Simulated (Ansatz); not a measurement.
The same path of AlH$_{7}$OSi$_{2}$ (11 atoms, charge 0, multiplicity 1) was run twice with different band settings. The coordinate that changes most is the dihedral H6–Al1–Si2–O3.

Method: RKS B3LYP-D4/6-31G* (Ansatz 0.2.0).

Relaxed end points:

```xyz
11
Properties=species:S:1:pos:R:3
Al -2.157 1.720 -0.468
Si -0.502 0.368 0.754
O 0.514 -0.418 -0.310
Si 1.821 -1.427 -0.374
H -2.218 1.759 -2.058
H -3.209 2.585 0.363
H 0.313 1.213 1.685
H -1.172 -0.641 1.637
H 2.207 -1.604 -1.796
H 1.495 -2.757 0.212
H 2.973 -0.853 0.376
```

```xyz
11
Properties=species:S:1:pos:R:3
Al -2.173 1.705 -0.460
Si -0.512 0.348 0.749
O 0.531 -0.391 -0.324
Si 1.840 -1.398 -0.377
H -3.290 2.476 0.377
H -2.170 1.839 -2.045
H 0.278 1.184 1.711
H -1.172 -0.695 1.598
H 2.246 -1.562 -1.795
H 1.507 -2.733 0.192
H 2.980 -0.830 0.395
```

Common settings: movable images 9; climbing image yes; spring 5.0 eV/Å²; optimiser quadratic models (default); start path IDPP; force threshold 0.05 eV/Å; end points relaxed.

| run | iteration limit |
| --- | --- |
| 1 | 31 |
| 2 | 6 |

Q: What does each run give, and how far can it be trusted?

A: Run 1: converged after 5 iterations, highest image 0.022 eV above the first end. A vibrational analysis at the climbing image gives one clearly imaginary mode, 64i cm⁻¹: a first-order saddle point.
Run 2: converged after 5 iterations, highest image 0.022 eV above the first end. Another band between the same ends (9 images) ends at a top of the same energy, where a vibrational analysis finds 1 clearly imaginary mode.
